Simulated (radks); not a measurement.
Species: Fe. Configuration: [Ar] 3d6 4s2. Method: non-relativistic Kohn-Sham, LDA (Slater exchange, Perdew-Wang correlation), spin-polarised, spherical densities, point nucleus; open shells are filled with parallel spins first; computed with a radial shooting solver on a logarithmic mesh with Libxc functionals.

Local quantities along the radius. ELF = 1/(1 + alpha^2) is the electron localisation function; alpha = (tau - tau_W)/tau_unif compares the Pauli kinetic energy density with that of the uniform gas (summed over spins).

| r (bohr) | ELF | alpha |
|---|---|---|
| 0.005038 | 1.000 | 0.01796 |
| 0.005772 | 1.000 | 0.01891 |
| 0.006613 | 1.000 | 0.02007 |
| 0.007577 | 1.000 | 0.02147 |
| 0.008681 | 0.999 | 0.02321 |
| 0.009945 | 0.999 | 0.02538 |
| 0.01139 | 0.999 | 0.02811 |
| 0.01305 | 0.999 | 0.03162 |
| 0.01496 | 0.999 | 0.03619 |
| 0.01713 | 0.998 | 0.04224 |
| 0.01963 | 0.997 | 0.05042 |
| 0.02249 | 0.996 | 0.06175 |
| 0.02597 | 0.994 | 0.07899 |
| 0.02976 | 0.990 | 0.1030 |
| 0.03409 | 0.981 | 0.1391 |
| 0.03906 | 0.963 | 0.1948 |
| 0.04475 | 0.926 | 0.2827 |
| 0.05127 | 0.849 | 0.4223 |
| 0.05874 | 0.710 | 0.6389 |
| 0.06729 | 0.527 | 0.9478 |
| 0.0771 | 0.369 | 1.309 |
| 0.08833 | 0.287 | 1.575 |
| 0.1012 | 0.288 | 1.573 |
| 0.1159 | 0.368 | 1.311 |
| 0.1328 | 0.512 | 0.9770 |
| 0.1534 | 0.670 | 0.7015 |
| 0.1758 | 0.771 | 0.5446 |
| 0.2014 | 0.819 | 0.4707 |
| 0.2307 | 0.818 | 0.4710 |
| 0.2643 | 0.755 | 0.5700 |
| 0.3028 | 0.579 | 0.8530 |
| 0.3469 | 0.325 | 1.440 |
| 0.3975 | 0.185 | 2.096 |
| 0.4554 | 0.201 | 1.993 |
| 0.5217 | 0.371 | 1.302 |
| 0.5977 | 0.607 | 0.8050 |
| 0.6848 | 0.744 | 0.5863 |
| 0.7845 | 0.787 | 0.5195 |
| 0.906 | 0.772 | 0.5438 |
| 1.038 | 0.705 | 0.6472 |
| 1.189 | 0.579 | 0.8528 |
| 1.363 | 0.411 | 1.197 |
| 1.561 | 0.266 | 1.662 |
| 1.788 | 0.194 | 2.037 |
| 2.049 | 0.197 | 2.018 |
| 2.347 | 0.271 | 1.640 |
| 2.689 | 0.410 | 1.199 |
| 3.081 | 0.572 | 0.8651 |
| 3.53 | 0.701 | 0.6523 |
| 4.044 | 0.782 | 0.5283 |
| 4.671 | 0.823 | 0.4639 |
| 5.351 | 0.830 | 0.4530 |
| 6.131 | 0.805 | 0.4927 |
| 7.024 | 0.732 | 0.6044 |
| 8.047 | 0.582 | 0.8478 |
| 9.22 | 0.344 | 1.380 |
| 10.56 | 0.125 | 2.651 |

On this mesh the ELF has minima near r = 0.088, 0.40, 1.8 bohr, which separate the shells, and maxima near 0.20 (0.82), 0.78 (0.79), 5.4 (0.83).
